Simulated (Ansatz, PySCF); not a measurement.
CH5InO2, SMILES C[O][InH][OH]. Atoms are numbered in the order given.

```xyz
9

In    -0.3018    -0.0371     0.4814
H     -1.4941    -0.4997     1.6046
O      1.2331     1.2276     0.6831
H      1.2860     1.6247     1.5591
O     -0.2492    -0.7491    -1.3738
C      0.7239    -0.3793    -2.3059
H      1.2896    -1.2667    -2.6493
H      0.2523     0.0691    -3.2014
H      1.4604     0.3514    -1.9215
```

Geometry: PBE0-D3(BJ)/def2-SVP. The def2 effective core potentials stand for the cores of In; spin–orbit coupling is left out. The values are those of a single conformer.

Two levels are set side by side: PBE-D3(BJ)/def2-SVP (Ansatz, an electronic-structure program) and PBE0-D3(BJ)/def2-SVP (Ansatz). Each level has its own optimised geometry; the coordinates shown are those of the second. Frequencies come from the Hessian of PySCF at each geometry. Differences are taken from unrounded values.

```
quantity                            PBE0-D3(BJ)
----------------------------------  -----------
mean bond length (Å)                      1.421
bond In1–O3 (Å)                           1.999
bond In1–O5 (Å)                           1.988
bond O5–C6 (Å)                            1.397
bond In1–H2 (Å)                           1.702
bond O3–H4 (Å)                            0.963
bond C6–H7 (Å)                            1.107
bond C6–H8 (Å)                            1.107
bond C6–H9 (Å)                            1.106
highest harmonic wavenumber (cm⁻¹)         3904
mean harmonic wavenumber (cm⁻¹)            1258
zero-point energy (kcal/mol)              37.77
```

Task: What does PBE-D3(BJ) give, and how far is it from PBE0-D3(BJ)? (Estimate from the structure and the level; the computed values follow.)

Result: 
```csv
quantity,PBE-D3(BJ),PBE-D3(BJ) minus PBE0-D3(BJ)
mean bond length (Å),1.437,0.016
bond In1–O3 (Å),2.027,0.028
bond In1–O5 (Å),2.015,0.028
bond O5–C6 (Å),1.413,0.016
bond In1–H2 (Å),1.717,0.015
bond O3–H4 (Å),0.976,0.013
bond C6–H7 (Å),1.116,0.009
bond C6–H8 (Å),1.116,0.009
bond C6–H9 (Å),1.115,0.008
highest harmonic wavenumber (cm⁻¹),3714,-190
mean harmonic wavenumber (cm⁻¹),1208,-50
zero-point energy (kcal/mol),36.27,-1.50
```

Exact exchange shortens and stiffens bonds; PBE has none. Differences between two approximate levels are no errors against the true value.
